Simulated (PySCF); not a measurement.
Be(SMe)(SeH) (CH₄BeSSe), SMILES C[S][Be][SeH].

The structure is a stationary point at TPSSh-D3(BJ)/def2-SVP. The structure was generated by enumeration; whether it is a known compound was not checked. Other conformers were not sampled.

The numbers are results of PySCF 2.14.0 with TDDFT-PBE/def2-SVPD, not measurements.

Vertical excitations. Isolated molecule, no solvent.

Problem. Give excitation energies, oscillator strengths and character. (Estimate from the structure and the level; the computed values follow.)

Solution. 
```csv
state,energy (eV),λ (nm),f,main pairs
S1,4.40,282,0.000,HOMO→LUMO 99 %
S2,4.73,262,0.001,HOMO−1→LUMO+1 98 %
S3,4.84,256,0.002,"HOMO→LUMO+1 56 %, HOMO−1→LUMO 31 %, HOMO→LUMO+2 9 %"
S4,4.93,251,0.152,"HOMO−1→LUMO 62 %, HOMO→LUMO+1 20 %, HOMO→LUMO+2 13 %"
S5,5.27,235,0.073,"HOMO→LUMO+2 63 %, HOMO−1→LUMO+2 14 %, HOMO→LUMO+1 12 %"
S6,5.33,233,0.076,HOMO−1→LUMO+2 84 %
S7,5.68,218,0.012,HOMO−2→LUMO 82 %
S8,5.78,214,0.003,HOMO−2→LUMO+1 96 %
S9,5.94,209,0.030,HOMO→LUMO+3 85 %
S10,6.05,205,0.002,HOMO−1→LUMO+3 95 %
T1,4.13,300,0,"HOMO−1→LUMO 64 %, HOMO→LUMO+1 27 %"
T2,4.13,300,0,HOMO→LUMO 92 %
T3,4.21,295,0,"HOMO→LUMO+1 67 %, HOMO−1→LUMO 30 %"
T4,4.49,276,0,HOMO−1→LUMO+1 98 %
```
Triplets are in the Tamm–Dancoff approximation, which puts them higher than full response would, so one can lie above its singlet here.
